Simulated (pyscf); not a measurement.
**HO–Al(OH)–OH, singlet**

Gas-phase minimum from PySCF at ωB97X-D3(BJ)/def2-SVP, one conformer. 

```xyz
7

O      1.2015    -0.9474     0.0108
Al     0.1650     0.3808     0.2202
O      0.4472     1.8209    -0.6335
O     -1.1534     0.2675     1.2838
H      1.9619    -0.9509    -0.5735
H     -0.0999     2.6054    -0.5628
H     -1.3652    -0.5139     1.7977
```

Bonds (Å): O1–Al2 1.698, O1–H5 0.959, Al2–O3 1.698, Al2–O4 1.698, O3–H6 0.959, O4–H7 0.959. Angles (°): Al2–O1–H5 124.2, O1–Al2–O3 120.0, O1–Al2–O4 119.9, O3–Al2–O4 120.0, Al2–O3–H6 124.2, Al2–O4–H7 124.2.

Properties at ωB97X-D3(BJ)/def2-SVP:

```json
{
  "harmonic_wavenumbers_unscaled": "233, 233, 282, 336, 342, 342, 575, 593, 593, 715, 967, 967, 3989, 3990, 3991 cm⁻¹",
  "zero_point_energy": "25.9 kcal/mol",
  "rotational_symmetry_number": "3",
  "Entropy of this conformer at 298 K and 1 atm, rigid rotor and harmonic oscillator, modes under 100 cm⁻¹ raised to 100": "304.8 J/(mol K)",
  "dipole_moment": "0.00 D"
}
```

Single-point totals, which compare only within one level (frozen core for MP2 and CC):

```csv
level,total energy (hartree)
ωB97X-D3(BJ)/def2-TZVP,-470.25152
PBE/def2-TZVP,-469.81774
r²SCAN/def2-TZVP,-470.06236
B3LYP-D3(BJ)/def2-TZVP,-470.22862
PBE0-D3(BJ)/def2-TZVP,-469.84095
M06-2X/def2-TZVP,-470.09832
ωB97M-D3(BJ)/def2-TZVP,-470.28786
HF/def2-TZVPP,-468.55432
MP2/def2-TZVPP,-469.35734
CCSD/def2-TZVPP,-469.36380
CCSD(T)/def2-TZVPP,-469.39115
```

The CCSD(T) − MP2 part came from Ansatz, without density fitting, on the same reference.
